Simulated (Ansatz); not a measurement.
C2H8AlBSi (`[AlH2]/[CH]=C/B[SiH3]`), relaxed with RKS PBE-D4/def2-SVP in Ansatz 0.2.0 from a rough embedded geometry. The force threshold is 0.03 eV/Å; the program also tests the step.

Total charge 0; spin multiplicity 1.

Start:

```xyz
13

Al    2.273    1.966   -0.922
C     1.528    0.287   -0.270
C     0.235    0.166   -0.082
B    -0.487   -1.092    0.454
Si   -2.361   -1.267    0.702
H     3.930    2.073   -1.127
H     1.394    3.249   -1.235
H     2.174   -0.509   -0.048
H    -0.442    1.056   -0.334
H     0.231   -2.078    0.647
H    -2.704   -2.603    1.150
H    -2.793   -0.230    1.658
H    -2.978   -1.020   -0.592
```

Problem. How much energy does the relaxation release, and in how many steps? (An estimate is asked.)

Solution. The calculation gave: 11.56 kcal/mol, in 5 steps.

Problem. Which bonds change most? (Estimate.)

Solution. The calculation gave: B4–Si5 from 1.899 to 2.025 Å; Al1–H6 from 1.674 to 1.599 Å; C2–H8 from 1.049 to 1.110 Å; C2–C3 from 1.312 to 1.373 Å.

Problem. Give the relaxed structure. (Estimate.)

Solution. Ansatz gave: 
```xyz
13

Al    2.392    2.018   -0.936
C     1.580    0.336   -0.288
C     0.229    0.195   -0.088
B    -0.407   -1.129    0.423
Si   -2.404   -1.307    0.705
H     3.972    2.137   -1.152
H     1.398    3.238   -1.229
H     2.190   -0.562   -0.059
H    -0.414    1.074   -0.306
H     0.351   -2.061    0.643
H    -2.864   -2.641    1.233
H    -2.897   -0.240    1.658
H    -3.125   -1.058   -0.603
```
